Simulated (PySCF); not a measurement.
**Electronic structure of Pb⁺ (lead, charge +1) at the UHF level**

Configuration: [Xe] 4f14 5d10 6s2 6p1, 2P determinant. Computed with PySCF 2.14 in x2c-TZVPPall with one added diffuse shell each of s, p, d, f type (12s8p7d4f, 99 functions), with the spin-free X2C one-electron Hamiltonian (Gaussian nucleus).

| Property | Result |
| --- | --- |
| Total energy | -20879.633022 hartree |
| One-electron energy | -28548.3032 hartree |
| Hartree (Coulomb) energy | 8057.6551 hartree |
| Exchange energy | -388.9850 hartree |
| ⟨S²⟩ | 0.7571 |
| ⟨L²⟩ | 2.020 |
| Sum of ⟨r⟩ | 45.57 bohr |
| Sum of ⟨r²⟩ | 57.83 bohr² |
| Traceless quadrupole moment −½Σ⟨3z² − r²⟩ along its main axis | -4.37 e·bohr² |
| Langevin diamagnetic susceptibility | -45.8 ×10⁻⁶ cm³/mol |

```json
{"shell": "1s α", "electrons": "1", "mean orbital energy (hartree)": "-3252.41732", "spread (hartree)": "0", "rms radius, mean of both spins (bohr)": "0.0181"}
{"shell": "1s β", "electrons": "1", "mean orbital energy (hartree)": "-3252.41655", "spread (hartree)": "0", "rms radius, mean of both spins (bohr)": "0.0181"}
{"shell": "2s β", "electrons": "1", "mean orbital energy (hartree)": "-587.74118", "spread (hartree)": "0", "rms radius, mean of both spins (bohr)": "0.0730"}
{"shell": "2s α", "electrons": "1", "mean orbital energy (hartree)": "-587.74116", "spread (hartree)": "0", "rms radius, mean of both spins (bohr)": "0.0730"}
{"shell": "2p α", "electrons": "3", "mean orbital energy (hartree)": "-506.69601", "spread (hartree)": "0.00034", "rms radius, mean of both spins (bohr)": "0.0674"}
{"shell": "2p β", "electrons": "3", "mean orbital energy (hartree)": "-506.69553", "spread (hartree)": "0.00135", "rms radius, mean of both spins (bohr)": "0.0674"}
{"shell": "3s α", "electrons": "1", "mean orbital energy (hartree)": "-143.98682", "spread (hartree)": "0", "rms radius, mean of both spins (bohr)": "0.186"}
{"shell": "3s β", "electrons": "1", "mean orbital energy (hartree)": "-143.98626", "spread (hartree)": "0", "rms radius, mean of both spins (bohr)": "0.186"}
{"shell": "3p α", "electrons": "3", "mean orbital energy (hartree)": "-120.28131", "spread (hartree)": "0.00065", "rms radius, mean of both spins (bohr)": "0.189"}
{"shell": "3p β", "electrons": "3", "mean orbital energy (hartree)": "-120.28033", "spread (hartree)": "0.00362", "rms radius, mean of both spins (bohr)": "0.189"}
{"shell": "3d α", "electrons": "5", "mean orbital energy (hartree)": "-94.81192", "spread (hartree)": "0.00225", "rms radius, mean of both spins (bohr)": "0.173"}
{"shell": "3d β", "electrons": "5", "mean orbital energy (hartree)": "-94.81175", "spread (hartree)": "0.00305", "rms radius, mean of both spins (bohr)": "0.173"}
{"shell": "4s α", "electrons": "1", "mean orbital energy (hartree)": "-34.26648", "spread (hartree)": "0", "rms radius, mean of both spins (bohr)": "0.408"}
{"shell": "4s β", "electrons": "1", "mean orbital energy (hartree)": "-34.26530", "spread (hartree)": "0", "rms radius, mean of both spins (bohr)": "0.408"}
{"shell": "4p α", "electrons": "3", "mean orbital energy (hartree)": "-26.33096", "spread (hartree)": "0.00225", "rms radius, mean of both spins (bohr)": "0.435"}
{"shell": "4p β", "electrons": "3", "mean orbital energy (hartree)": "-26.32935", "spread (hartree)": "0.00758", "rms radius, mean of both spins (bohr)": "0.435"}
{"shell": "4d α", "electrons": "5", "mean orbital energy (hartree)": "-16.70378", "spread (hartree)": "0.00560", "rms radius, mean of both spins (bohr)": "0.462"}
{"shell": "4d β", "electrons": "5", "mean orbital energy (hartree)": "-16.70332", "spread (hartree)": "0.00732", "rms radius, mean of both spins (bohr)": "0.462"}
{"shell": "5s α", "electrons": "1", "mean orbital energy (hartree)": "-6.42906", "spread (hartree)": "0", "rms radius, mean of both spins (bohr)": "0.915"}
{"shell": "5s β", "electrons": "1", "mean orbital energy (hartree)": "-6.42590", "spread (hartree)": "0", "rms radius, mean of both spins (bohr)": "0.915"}
{"shell": "4f α", "electrons": "7", "mean orbital energy (hartree)": "-6.12573", "spread (hartree)": "0.00676", "rms radius, mean of both spins (bohr)": "0.494"}
{"shell": "4f β", "electrons": "7", "mean orbital energy (hartree)": "-6.12525", "spread (hartree)": "0.00833", "rms radius, mean of both spins (bohr)": "0.494"}
{"shell": "5p α", "electrons": "3", "mean orbital energy (hartree)": "-4.13063", "spread (hartree)": "0.00456", "rms radius, mean of both spins (bohr)": "1.04"}
{"shell": "5p β", "electrons": "3", "mean orbital energy (hartree)": "-4.12795", "spread (hartree)": "0.01717", "rms radius, mean of both spins (bohr)": "1.04"}
{"shell": "5d α", "electrons": "5", "mean orbital energy (hartree)": "-1.36435", "spread (hartree)": "0.01312", "rms radius, mean of both spins (bohr)": "1.39"}
{"shell": "5d β", "electrons": "5", "mean orbital energy (hartree)": "-1.35972", "spread (hartree)": "0.02207", "rms radius, mean of both spins (bohr)": "1.39"}
{"shell": "6s α", "electrons": "1", "mean orbital energy (hartree)": "-0.85570", "spread (hartree)": "0", "rms radius, mean of both spins (bohr)": "2.46"}
{"shell": "6s β", "electrons": "1", "mean orbital energy (hartree)": "-0.78799", "spread (hartree)": "0", "rms radius, mean of both spins (bohr)": "2.46"}
{"shell": "6p α", "electrons": "1", "mean orbital energy (hartree)": "-0.49602", "spread (hartree)": "0", "rms radius, mean of both spins (bohr)": "3.25"}
```

Spin-orbit coupling, absent here, splits the open shell strongly.

Densities and radii are taken from the X2C orbitals without a picture-change correction, which distorts them close to the nucleus.

Spin-orbit constants ζ (cm⁻¹) from the X2C one-electron operator on these orbitals: bare nucleus, nucleus screened by l(l+1)(2l+1)/3 electrons, and screened by the Breit-Pauli mean field of the electrons.

```json
{"shell": "2p", "bare": "10790000", "screened nucleus": "10530000", "mean field": "n/a"}
{"shell": "3p", "bare": "2439000", "screened nucleus": "2380000", "mean field": "n/a"}
{"shell": "3d", "bare": "375200", "screened nucleus": "329400", "mean field": "n/a"}
{"shell": "4p", "bare": "588500", "screened nucleus": "574200", "mean field": "n/a"}
{"shell": "4d", "bare": "81900", "screened nucleus": "71910", "mean field": "n/a"}
{"shell": "4f", "bare": "17210", "screened nucleus": "11330", "mean field": "n/a"}
{"shell": "5p", "bare": "101900", "screened nucleus": "99370", "mean field": "n/a"}
{"shell": "5d", "bare": "9174", "screened nucleus": "8055", "mean field": "n/a"}
{"shell": "6p", "bare": "8109", "screened nucleus": "7911", "mean field": "n/a"}
```

To first order the Landé constant is A = 7911 cm⁻¹, so the lowest level has J = 1/2 and lies 0.981 eV below the centre of the term. First order in ζ underestimates the shift of the j = l − 1/2 level at high Z.
